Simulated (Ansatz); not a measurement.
ClFH₄O₂Si₂ (`O[Si@H](Cl)[Si@@H](O)F`), relaxed with RKS PBE-D4/def2-SVP in the Gaussian-basis code of Ansatz from a rough embedded geometry. The force threshold is 0.03 eV/Å; the program also tests the step.

The species carries charge 0 and has multiplicity 1.

Start:

```xyz
10

O    -0.232   -0.729    1.933
Si    0.368    0.505    1.084
F     1.918    0.487    1.435
Si    0.038    0.203   -1.255
O    -1.620    0.119   -1.580
Cl    0.751   -1.549   -1.887
H     0.385   -1.344    2.356
H    -0.183    1.745    1.560
H     0.576    1.334   -2.067
H    -2.001   -0.772   -1.577
```

```csv
step,energy (eV),largest force (eV/Å),largest move (Å)
1,-35124.4231,1.997,0.000
2,-35124.7143,0.875,0.186
3,-35124.7329,1.602,0.165
4,-35124.7972,0.770,0.132
5,-35124.8475,0.368,0.200
6,-35124.8781,0.300,0.200
7,-35124.8869,0.254,0.050
8,-35124.9081,0.614,0.194
9,-35124.9211,0.622,0.161
10,-35124.9319,0.270,0.072
11,-35124.9331,0.183,0.129
12,-35124.9386,0.129,0.048
13,-35124.9400,0.066,0.024
14,-35124.9407,0.050,0.019
15,-35124.9413,0.046,0.044
16,-35124.9415,0.034,0.015
17,-35124.9415,0.011,0.010
```

End:

```xyz
10

O     0.011   -0.865    1.853
Si    0.355    0.591    1.109
F     1.921    1.035    1.322
Si    0.042    0.161   -1.186
O    -1.563    0.180   -1.664
Cl    0.831   -1.806   -1.257
H     0.334   -1.626    1.327
H    -0.505    1.621    1.770
H     0.761    0.975   -2.213
H    -2.187   -0.265   -1.062
```

It took 29 s on 4 threads of an Arm Neoverse V1 on a shared host, with 0.16 GiB of host memory at the peak.
